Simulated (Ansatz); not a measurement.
Cl$_{3}$Ga (SMILES [Cl][Ga]([Cl])[Cl]), singlet, geometry from GFN2-xTB (such geometries of metal compounds can be far from the true shape); Ansatz (a program for electronic structure) with HF/6-31G*.

Input for Ansatz:
Ansatz 0.2 input:
```yaml
crystal:
  periodic: [false, false, false]
  atoms:
    - {symbol: Ga, position_ang: [0.00000000, 0.00000000, -0.00000000]}
    - {symbol: Cl, position_ang: [-1.75999983, -1.10581726, -0.20820478]}
    - {symbol: Cl, position_ang: [0.10032532, 1.95214694, -0.73677512]}
    - {symbol: Cl, position_ang: [1.65967451, -0.84632969, 0.94497990]}
basis:
  gaussian:
    orbitals: 6-31G*
hamiltonian:
  xc: hf
```

It wrote (shortened):

```
Functional definition: HF
803 factors; integrals over basis functions are off by at most 4.0e-4 eV
mean field evaluation 1: about -89839.5139 eV, gradient 2.0e1 eV
mean field evaluation 2: about -89839.5704 eV, gradient 2.0e1 eV
mean field evaluation 4: about -89840.8412 eV, gradient 2.5e0 eV
mean field evaluation 8: about -89840.8562 eV, gradient 4.1e-5 eV
mean field -89840.85617347 eV, -3301.5905680555 hartree, gradient 2.6e-5 eV, S^2 0.000000; 0 other end points of the search recorded, 0 dependent functions left out
reference -89840.85617347 eV, -3301.5905680555 hartree; 41, 41 occupied and 51, 51 virtual orbitals, 803 factors
Total energy: -89840.85617347 eV, -3301.5905680555 hartree
```
